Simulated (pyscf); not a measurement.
PySCF, gas phase, ωB97X-D3(BJ)/def2-SVP geometries.

For H₃C–Si•(CH₃)–Cl → •H₂C–SiH(CH₃)–Cl, a hydrogen shift (doublet surface; C–H broken, H–Si formed), PBE/def2-TZVP gives ΔE‡ = 1.95 eV and ΔE = +0.63 eV (zero: the reactant's lowest minimum found). In which direction and how far do B3LYP-D3(BJ)/def2-TZVP, PBE0-D3(BJ)/def2-TZVP, ωB97M-D3(BJ)/def2-TZVP move these?

B3LYP-D3(BJ): ΔE‡ = 2.10 eV, ΔE = +0.48 eV; PBE0-D3(BJ): ΔE‡ = 2.09 eV, ΔE = +0.55 eV; ωB97M-D3(BJ): ΔE‡ = 2.15 eV, ΔE = +0.44 eV. PBE's barrier lies under all of them, by 0.15 to 0.20 eV. Its reaction energy lies over all of them, by 0.08 to 0.19 eV. Low barriers are usual for a GGA, whose delocalisation error favours stretched bonds. One saddle was located; it need not be the lowest between these sides.
